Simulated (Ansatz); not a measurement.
One geometry of `CC[Si](N)(O)Cl`, several functionals.

```yaml
crystal:
  periodic: [false, false, false]
  atoms:
    - {symbol: C, position_ang: [-1.128959, 0.255105, -1.432285]}
    - {symbol: C, position_ang: [0.217868, 0.741533, -0.900511]}
    - {symbol: Si, position_ang: [0.605375, 0.119248, 0.803353]}
    - {symbol: N, position_ang: [0.654436, -1.567967, 1.042582]}
    - {symbol: O, position_ang: [-0.532606, 0.783323, 1.775860]}
    - {symbol: Cl, position_ang: [2.507178, 0.750301, 1.312078]}
    - {symbol: H, position_ang: [-1.324262, 0.640645, -2.435787]}
    - {symbol: H, position_ang: [-1.164068, -0.836371, -1.492421]}
    - {symbol: H, position_ang: [-1.949446, 0.577947, -0.787663]}
    - {symbol: H, position_ang: [1.031065, 0.429267, -1.563905]}
    - {symbol: H, position_ang: [0.248159, 1.835733, -0.872908]}
    - {symbol: H, position_ang: [-0.155279, -2.147748, 0.897527]}
    - {symbol: H, position_ang: [1.514947, -2.081801, 0.961543]}
    - {symbol: H, position_ang: [-0.524420, 0.500787, 2.692526]}
basis:
  gaussian: {orbitals: def2-TZVPP}
hamiltonian: {xc: {name: wB97X-V}}
output: {orbitals: {seedname: orbitals}}
```

```sh
$ ansatz run in.yaml --threads 2 --pin off --events-out ev --progress --plain --max-ram 32768MiB --backend cuda --devices 0, --max-vram 18GiB
```

It prints (some lines left out):

```
Functional definition: wB97X-V
1739 factors; their error is unknown
394 factors; integrals over basis functions are off by at most 1.3e-5 eV
mean field evaluation 1: about -26135.4519 eV, gradient 7.1e1 eV
mean field evaluation 2: about -26137.3019 eV, gradient 6.5e1 eV
mean field evaluation 4: about -26144.5670 eV, gradient 2.6e0 eV
mean field evaluation 8: about -26144.5942 eV, gradient 4.5e-2 eV
mean field evaluation 16: about -26144.6104 eV, gradient 5.0e-5 eV
mean field -26144.61037156 eV, -960.7967097014 hartree, gradient 4.9e-5 eV, S^2 0.000000; 0 other end points of the search recorded, 0 dependent functions left out
reference -26144.61036937 eV, -960.7967096210 hartree; 33, 33 occupied and 287, 287 virtual orbitals, 1739 factors
Total energy: -26144.61036937 eV, -960.7967096210 hartree
```

Hardware: 2 threads of an AMD EPYC 7R13 on a shared host and a share of an NVIDIA H100 80 GB. Wall time 6.5 s, peak host memory 0.92 GiB.

With the line `hamiltonian: {xc: r2scan, dispersion: d4}` and forces (abridged; 4 s):

```
Functional definition: r2SCAN
mean field evaluation 16: about -26144.7710 eV, gradient 7.2e-4 eV
mean field -26144.77097285 eV, -960.8026116899 hartree, gradient 3.3e-5 eV, S^2 0.000000
Total energy: -26144.86194525 eV, -960.8059548641 hartree
Atom 0 force    -0.135726    -0.039797    -0.052968 eV/Å
Atom 1 force     0.129313     0.038388     0.069908 eV/Å
Atom 2 force     0.002772    -0.005792    -0.033514 eV/Å
Atom 3 force    -0.001189     0.007059     0.027117 eV/Å
Atom 4 force    -0.060716     0.042522    -0.004212 eV/Å
Atom 5 force     0.074279     0.027281     0.014594 eV/Å
Atom 6 force    -0.005745    -0.009065     0.012151 eV/Å
Atom 7 force    -0.000349     0.012570     0.003307 eV/Å
Atom 8 force     0.010935    -0.006390    -0.012545 eV/Å
Atom 9 force    -0.006761     0.014133    -0.008253 eV/Å
Atom 10 force     0.001103     0.000477    -0.013970 eV/Å
Atom 11 force    -0.003413    -0.038320    -0.010333 eV/Å
Atom 12 force    -0.000654    -0.035676    -0.015133 eV/Å
Atom 13 force    -0.003848    -0.007391     0.023851 eV/Å
Dipole moment:    -0.231599    -0.423846    -0.074542 e Å
```
